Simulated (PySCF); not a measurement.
A structure optimised at PBE-D3(BJ)/def2-SVP, used in a PySCF frequency run:

```xyz
10

C     -1.9698    -1.3777     0.4043
C     -1.0666    -0.3393    -0.1919
Cl    -1.9182     1.0504    -0.8789
C      0.2516    -0.3806    -0.2446
C      1.5646    -0.4428    -0.2931
Cl     2.6141     0.1881     0.9620
H     -2.6708    -1.7644    -0.3640
H     -1.3808    -2.2184     0.8161
H     -2.5818    -0.9311     1.2149
H      2.1240    -0.8966    -1.1283
```
Charge 0, spin multiplicity 1.

**Question.** Write its SMILES and formula.

**Answer.** CC(Cl)=C=CCl, C₄H₄Cl₂

**Question.** What are its rotational constants (standard atomic weights)?

**Answer.** 4.7202, 0.93226, 0.82973 GHz
